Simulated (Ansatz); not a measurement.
Ideal-gas functions of `F[SiH]1C=N1` at 600 K and 1 bar, from an Ansatz frequency run at PBE0-D4/def2-TZVP.

Molar mass 75.12 g/mol, point group C1 (symmetry number 1), electronic degeneracy 1, moments of inertia 26.363, 106.504, 107.787 u Å². Harmonic wavenumbers (cm⁻¹, unscaled): 288, 300, 574, 726, 805, 839, 856, 983, 1206, 1545, 2330, 3113.

Use S(trans) = R[1.5 ln M + 2.5 ln T − 1.1517]; rotational temperatures θ = 24.2544 K / I; S(rot) = R[ln(√π/σ · √(T³/θAθBθC)) + 1.5]; for each mode x = 1.438777 ν̃/T, S = R[x/(eˣ − 1) − ln(1 − e⁻ˣ)] and H = RT x/(eˣ − 1); 1 cm⁻¹ = 0.0119627 kJ/mol; R = 8.31446 J/(mol·K).

Question: By hand: the entropy, in J/(mol·K).

Answer: Translation 177.3. Rotation: θ = 0.92, 0.2277, 0.225 K, giving 109.7. Vibration, mode by mode: 11.56, 11.23, 6.28, 4.68, 4.03, 3.78, 3.66, 2.88, 1.89, 0.98, 0.21, 0.04, in all 51.2. Electronic 0.0. Sum 338.2 J/(mol·K).

Question: By hand: H − E and G − E in kJ/mol, counted from the electronic energy.

Answer: Zero-point energy ½ × 13565 × 0.0119627 = 81.1; thermal vibration 18.4; translation, rotation and pV give 4 RT = 20.0. H − E = 119.5 kJ/mol, and G − E = 119.5 − 600 × 338.2/1000 = -83.4 kJ/mol.

Vibration gives 15 % of the entropy. The sum counts one conformer and one mirror image; others add a mixing term.
